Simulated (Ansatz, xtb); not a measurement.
**Relative energy of two structures of BFHOSi**

We compare I, a doublet given by its coordinates, with II, `O=B[SiH]F`, a doublet. Both are isolated molecules in the gas phase, relaxed with B3LYP-D3(BJ)/def2-SVP; the shapes shown needn't be the lowest conformers.

I (Å):

| atom | x (Å) | y (Å) | z (Å) |
| --- | --- | --- | --- |
| B | -2.1342 | 0.8017 | -0.1100 |
| F | -2.1875 | 0.2057 | 1.0771 |
| O | -3.2807 | 1.1982 | -0.6898 |
| Si | -4.7408 | 1.6626 | -1.3463 |
| H | -1.0667 | 0.9732 | -0.6383 |

Close contacts (Å): B1–F2 1.33, B1–O3 1.34, O3–Si4 1.67, B1–H5 1.20.

II (Å):

| atom | x (Å) | y (Å) | z (Å) |
| --- | --- | --- | --- |
| B | -0.2283 | 1.6857 | 1.2450 |
| F | -1.0757 | 0.9224 | -1.4853 |
| O | -0.2484 | 2.4302 | 2.1925 |
| Si | -0.0027 | 0.4982 | -0.3353 |
| H | -0.1902 | -0.9402 | 0.0054 |

Task: Estimate E(II) − E(I) at the level CCSD(T)/def2-SVP.

Result: Calculated at CCSD(T)/def2-SVP: E(II) − E(I) = +0.540 eV, so structure I lies lower.

How the difference moves with the method:

```csv
level,geometry,E(II) − E(I) (eV),departure from the last row (eV),"job, with rough time for the two"
GFN2-xTB,GFN2-xTB,+0.382,−0.158,"optimisation, 0.21 s"
HF/STO-3G,GFN2-xTB,+1.645,+1.105,"single point, 0.7 s"
r2SCAN-D4/def2-SVP,GFN2-xTB,+0.676,+0.135,"single point, 5.6 s"
B3LYP-D3(BJ)/def2-SVP,B3LYP-D3(BJ)/def2-SVP,+0.682,+0.141,"optimisation, 63 s"
HF/def2-SVP,B3LYP-D3(BJ)/def2-SVP,+0.910,+0.370,part of the CCSD(T) run
MP2/def2-SVP,B3LYP-D3(BJ)/def2-SVP,+0.383,−0.157,part of the CCSD(T) run
CCSD(T)/def2-SVP,B3LYP-D3(BJ)/def2-SVP,+0.540,,"single point, 12 s"
```

None of the levels shown reverses the order. The largest departure from CCSD(T)/def2-SVP is that of HF/STO-3G, 1.105 eV.

With harmonic frequencies from B3LYP-D3(BJ)/def2-SVP (ideal gas, rigid rotor, one conformer each, 298.15 K, 1 atm): on the last row, ΔE + ΔZPE = +0.478, ΔH = +0.482, ΔG = +0.480 eV.

Open shells are spin-unrestricted. The correlated steps freeze 8 core orbitals. Mirror images aren't counted in ΔG. Codes used: Ansatz 0.2.0, xtb 6.7.1; the last row on 1 thread of Intel(R) Xeon(R) Platinum 8375C CPU @ 2.90GHz (Ice Lake) on a shared host.
